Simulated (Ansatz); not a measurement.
Compare A (`OCC[SiH2]O`) with its isomer B (`COC[SiH2]O`).

Computed with Ansatz on PBE0-D4/def2-TZVP structures; ΔE is electronic, products minus reactants. CBS: MP2 limit from def2 TZ/QZ plus the TZ coupled-cluster correction, frozen cores. DFT in def2-TZVPP. B3LYP here is the variant with VWN-RPA as its local correlation; programs differ in this. Each species was taken in one conformer, which may not be the lowest.

Problem. Which is lower in electronic energy at CCSD(T)/CBS, and by how much? (Estimate.)

Solution. Ansatz gave: A, by 76.9 kJ/mol.

Problem. Give E(B) − E(A) in kJ/mol with r2SCAN-D4, PBE0-D4, HF/def2-TZVPP, CCSD(T)/def2-TZVPP, B2PLYP, PBE-D4, B3LYP-D4. (Estimate.)

Solution. The calculation gave: r2SCAN-D4 71.6, PBE0-D4 73.9, HF/def2-TZVPP 69.7, CCSD(T)/def2-TZVPP 75.0, B2PLYP 71.5, PBE-D4 69.0, B3LYP-D4 67.7. None reverses the order clearly.

Largest T1 diagnostic: 0.011.

From PBE to PBE0 (25 % exact exchange), in def2-TZVPP and without D4, E(B) − E(A) moves by +5.0 kJ/mol. In def2-TZVPP, CCSD(T) changes the Hartree–Fock value by +5.4 kJ/mol (the triples alone add −0.3 kJ/mol) and MP2 by +10.7 kJ/mol.
